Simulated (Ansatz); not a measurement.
C₃H₁₀AlB, SMILES `B[CH2][Al]([CH3])[CH3]`. Charge 0, multiplicity 1. The structure was optimised at the PBE0-D4/def2-TZVP level. It is one conformer, not always the lowest.

```xyz
15

B    -0.028    1.438   -1.798
C    -0.995    0.392   -1.324
Al   -0.052   -0.279    0.312
C     0.951   -1.944    0.157
C    -0.254    0.687    1.992
H    -0.068    2.558   -1.364
H     0.875    1.151   -2.539
H    -1.102   -0.519   -1.919
H    -1.940    0.735   -0.889
H     0.266   -2.800    0.116
H     1.539   -1.974   -0.764
H     1.625   -2.114    1.001
H    -1.051    1.434    1.961
H     0.676    1.220    2.224
H    -0.444    0.015    2.834
```

What is the dipole moment at PBE/def2-TZVPP? (An estimate is asked.)

Computed: 1.95 D, with components (-0.53, -1.38, 1.27) D in this frame, pointing from negative to positive charge.

And with r2SCAN, B3LYP, ωB97M-V? (An estimate is asked.)

Ansatz gave: r2SCAN 1.88 D, B3LYP 1.81 D, ωB97M-V 1.80 D.

Give the Mulliken charges with PBE, r2SCAN, B3LYP in def2-TZVPP. (An estimate is asked.)

Ansatz gave: 
```
atom    PBE  r2SCAN  B3LYP
  B1  -0.19   -0.13  -0.19
  C2  -0.23   -0.26  -0.27
 Al3   0.47    0.61   0.55
  C4  -0.43   -0.38  -0.44
  C5  -0.43   -0.38  -0.44
  H6   0.01   -0.01   0.02
  H7   0.01   -0.01   0.02
  H8   0.11    0.09   0.11
  H9   0.11    0.09   0.10
 H10   0.09    0.06   0.08
 H11   0.10    0.07   0.10
 H12   0.10    0.06   0.09
 H13   0.10    0.06   0.09
 H14   0.09    0.07   0.09
 H15   0.10    0.07   0.09
```

B3LYP here is the variant with VWN-RPA as its local correlation; programs differ in this.
